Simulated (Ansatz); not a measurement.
BBrF₂, SMILES `FB(F)Br`. Charge 0, multiplicity 1.

```xyz
4

F    -0.004    0.285   -1.358
B     0.012    0.132   -0.058
F     0.140    1.185    0.708
Br   -0.148   -1.602    0.709
```

What are the harmonic wavenumbers in cm⁻¹ at PBE0-D4/def2-TZVP (Ansatz, finite differences of forces, unscaled)? (An estimate is asked.)

Computed: 295, 352, 571, 635, 1229, 1458.

Is this a minimum?

Yes, all 6 modes are real.

Give the ideal-gas thermochemistry at 298.15 K and 1 bar (rigid rotor, harmonic oscillator; point group C2v, symmetry number 2).

Zero-point energy 27.2 kJ/mol; H(298) − E = 40.0 kJ/mol; entropy 287.4 J/(mol·K), of which translation 169.4, rotation 103.1, vibration 14.8; G(298) − E = -45.7 kJ/mol.

And at 400, 500, 600, 800 and 1000 K?


| T (K) | H − E (kJ/mol) | S (J/mol/K) | G − E (kJ/mol) |
| --- | --- | --- | --- |
| 400 | 46.1 | 304.9 | -75.8 |
| 500 | 52.6 | 319.4 | -107.1 |
| 600 | 59.5 | 332.0 | -139.7 |
| 800 | 74.1 | 352.9 | -208.2 |
| 1000 | 89.4 | 370.0 | -280.6 |
